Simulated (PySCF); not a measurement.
`C=C(C(=O)O)[C@@H](C)Cl`, C5H7ClO2

Molfile (atoms numbered from 1):
```
C5H7ClO2
     RDKit          3D

 15 14  0  0  0  0  0  0  0  0999 V2000
    0.6443    1.6539   -0.3493 C   0  0  0  0  0  0  0  0  0  0  0  0
    0.3111    0.3876   -0.5751 C   0  0  0  0  0  0  0  0  0  0  0  0
    1.3422   -0.6590   -0.8009 C   0  0  0  0  0  0  0  0  0  0  0  0
    1.1005   -1.8337   -0.9294 O   0  0  0  0  0  0  0  0  0  0  0  0
    2.5904   -0.1794   -0.8472 O   0  0  0  0  0  0  0  0  0  0  0  0
   -1.0965   -0.1425   -0.5708 C   0  0  1  0  0  0  0  0  0  0  0  0
   -1.4952   -0.6165    0.8199 C   0  0  0  0  0  0  0  0  0  0  0  0
   -2.2461    1.1097   -1.1266 Cl  0  0  0  0  0  0  0  0  0  0  0  0
    1.6740    1.9643   -0.3381 H   0  0  0  0  0  0  0  0  0  0  0  0
   -0.1055    2.4083   -0.1808 H   0  0  0  0  0  0  0  0  0  0  0  0
    3.2147   -0.9065   -0.9991 H   0  0  0  0  0  0  0  0  0  0  0  0
   -1.1753   -0.9678   -1.2835 H   0  0  0  0  0  0  0  0  0  0  0  0
   -1.4243    0.2009    1.5338 H   0  0  0  0  0  0  0  0  0  0  0  0
   -0.8241   -1.4166    1.1244 H   0  0  0  0  0  0  0  0  0  0  0  0
   -2.5143   -0.9946    0.8142 H   0  0  0  0  0  0  0  0  0  0  0  0
  1  2  2  0
  2  3  1  0
  3  4  2  0
  3  5  1  0
  2  6  1  0
  6  7  1  0
  6  8  1  0
  1  9  1  0
  1 10  1  0
  5 11  1  0
  6 12  1  6
  7 13  1  0
  7 14  1  0
  7 15  1  0
M  END
```

Computed, not measured: GIAO wB97X-D/pcSseg-1 magnetisability, rotational g tensor and spin-rotation constants, non-relativistic, gas phase in PySCF. Geometry: GFN2-xTB.

Task: What are the magnetisability and the molar susceptibility?

Result: Isotropic -1275 × 10⁻³⁰ J/T², or -76.8 × 10⁻⁶ cm³/mol; principal values -1510, -1182, -1132 × 10⁻³⁰ J/T², anisotropy 355 × 10⁻³⁰ J/T² (root of half the summed squared differences of the principal values). The susceptibility is in cgs units.

Task: Split it along the inertial axes a, b, c into diamagnetic and paramagnetic parts about the centre of mass, with the quadrupole moment.

Result: 
| axis | χ (10⁻⁶ cm³/mol) | diamagnetic (10⁻⁶ cm³/mol) | paramagnetic (10⁻⁶ cm³/mol) | summed x² of all electrons (Å²) | quadrupole Θ (D Å) |
| --- | --- | --- | --- | --- | --- |
| a | -71.5 | -506.7 | 435.2 | 232.9 | +3.22 |
| b | -73.0 | -1149.1 | 1076.1 | 81.5 | -1.83 |
| c | -85.8 | -1334.1 | 1248.3 | 37.9 | -1.39 |

Anisotropies 2χaa − χbb − χcc = +15.9 and 2χbb − χaa − χcc = +11.2 × 10⁻⁶ cm³/mol. Θ is traceless in Buckingham's convention.

Task: And the rotational g tensor?

Result: 
| axis | rotational constant (GHz) | g | nuclear part | electronic part |
| --- | --- | --- | --- | --- |
| a | 3.0711 | -0.0366 | 0.5914 | -0.6280 |
| b | 1.0657 | -0.0104 | 0.5283 | -0.5388 |
| c | 0.9177 | -0.0036 | 0.5346 | -0.5382 |

Asymmetric top; isotopes 12C, 35Cl, 1H, 16O; no vibrational averaging.
